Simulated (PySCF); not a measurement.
Ta(NH)(OH)(NH2)2 (H6N3OTa), SMILES [NH]=[Ta]([NH2])([NH2])[OH], multiplicity 1.

Geometry optimised at PBE0-D3(BJ)/def2-SVP. The multiplicity is an assumed one; no other spin state was optimised. The structure was generated by enumeration; whether it is a known compound was not checked. The def2 effective core potentials stand for the cores of Ta; spin–orbit coupling is left out. Other conformers were not sampled.

These are TDA-ωB97X/def2-SVPD run with PySCF 2.14.0 values and carry that method's errors.

Vertical excitations.  State labels are in the subgroup Cs.

Computed lowest excited states:
```
state  symmetry  energy (eV)  λ (nm)      f                                                                     main pairs
-----  --------  -----------  ------  -----  -----------------------------------------------------------------------------
S1           A"         5.94     209  0.000                                                             HOMO−1→LUMO+1 77 %
S2           A"         6.17     201  0.023                                               HOMO→LUMO+2 49 %, HOMO→LUMO 33 %
S3           A'         6.22     199  0.005                     HOMO−2→LUMO+1 50 %, HOMO−1→LUMO+3 18 %, HOMO−1→LUMO+2 16 %
S4           A'         6.29     197  0.025                                                               HOMO→LUMO+1 83 %
S5           A"         6.30     197  0.000                                         HOMO−2→LUMO+3 58 %, HOMO−1→LUMO+1 10 %
S6           A"         6.57     189  0.004           HOMO→LUMO 39 %, HOMO→LUMO+2 24 %, HOMO−2→LUMO+2 9 %, HOMO→LUMO+4 7 %
S7           A"         6.74     184  0.003                          HOMO−2→LUMO+2 51 %, HOMO→LUMO+3 10 %, HOMO→LUMO+4 9 %
S8           A'         6.80     182  0.050                       HOMO−1→LUMO+2 36 %, HOMO−1→LUMO+3 35 %, HOMO−1→LUMO 10 %
S9           A"         6.91     179  0.113      HOMO→LUMO+3 50 %, HOMO−2→LUMO+2 13 %, HOMO−3→LUMO+1 12 %, HOMO→LUMO+4 8 %
S10          A'         6.96     178  0.029      HOMO−1→LUMO+2 21 %, HOMO−2→LUMO+1 18 %, HOMO−3→LUMO 13 %, HOMO→LUMO+5 9 %
T1           A'         5.26     236      0                                         HOMO−2→LUMO+1 62 %, HOMO−2→LUMO+7 12 %
T2           A"         5.61     221      0                                                             HOMO−1→LUMO+1 63 %
T3           A'         5.72     217      0  HOMO−1→LUMO+3 44 %, HOMO−2→LUMO+1 13 %, HOMO−1→LUMO+2 12 %, HOMO−1→LUMO+8 9 %
T4           A"         5.79     214      0           HOMO→LUMO+3 38 %, HOMO→LUMO+2 27 %, HOMO→LUMO 11 %, HOMO→LUMO+4 10 %
```
Triplets are in the Tamm–Dancoff approximation.
